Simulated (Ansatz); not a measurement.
Molecule: fluoroboronic acid, sum formula H2BO2F, net charge 0, singlet state. 
Coordinates optimised at B3LYP-D3(BJ)/def2-TZVP (Ansatz, a first-principles code):
SMILES: FB(O)O
```xyz
6

B     -0.0174     0.0136     0.0008
F      0.3228     1.3060     0.0664
O     -1.3369    -0.2935    -0.0072
O      0.9426    -0.9533    -0.0556
H     -1.5039    -1.2399    -0.0557
H      1.8407    -0.6079    -0.0430
```
Charge 0, spin multiplicity 1.

Total electronic energies in hartree. Valence correlation only, unless marked. No spin-orbit coupling. No relativistic terms. CBS marks a two-point X^-3 extrapolation of the correlation energy; Hartree-Fock from the larger set. The bracket is a focal-point correction in the basis named.

```
level                                                     program  energy (Eh)
-------------------------------------------------  --------------  -----------
RI-HF/aug-cc-pVTZ                                          Ansatz   -275.31445
RI-HF/cc-pVTZ                                              Ansatz   -275.31042
PBE-D4/def2-TZVPD                                  Ansatz + dftd4   -276.35214
BLYP-D4/def2-TZVPD                                 Ansatz + dftd4   -276.60994
revPBE-D3(BJ)/def2-TZVPD                           Ansatz + dftd3          [?]
B3LYP/def2-TZVPD                                           Ansatz   -276.65070
PBE0/def2-TZVP                                             Ansatz   -276.35190
r2SCANh-D4/def2-TZVPD                              Ansatz + dftd4   -276.50013
HSE06-D4/def2-TZVPD                                Ansatz + dftd4   -276.34395
LC-wPBE-D4/def2-TZVPD                              Ansatz + dftd4   -276.48518
RPA@PBE/cc-pVTZ                                            Ansatz   -276.51257
MP2/STO-3G                                                 Ansatz   -271.54425
RI-MP2/aug-cc-pVQZ                                         Ansatz   -276.23548
SCS-MP2/6-31G*                                             Ansatz   -275.76371
SCS-MP2/cc-pwCVTZ                                          Ansatz   -276.13530
CCSD/STO-3G                                                Ansatz   -271.56860
CCSD/cc-pVTZ                                               Ansatz   -276.14161
CCSD(T)/6-31G                                              Ansatz   -275.51042
CCSD(T)/6-31G*                                             Ansatz   -275.81199
CCSD(T)/aug-cc-pVTZ                                        Ansatz   -276.19073
CCSD(T) with core electrons/cc-pwCVTZ                      Ansatz   -276.39571
RI-MP2/CBS(cc-pVTZ,cc-pVQZ)+[CCSD(T)-MP2]/cc-pVDZ          Ansatz    -276.3038
CCSD(T)/CBS(cc-pVTZ,cc-pVQZ)                               Ansatz    -276.3059
```

**Question.** Some entries are withheld; supply them.

**Answer.** 
- revPBE-D3(BJ)/def2-TZVPD, energy (Eh): -276.55389
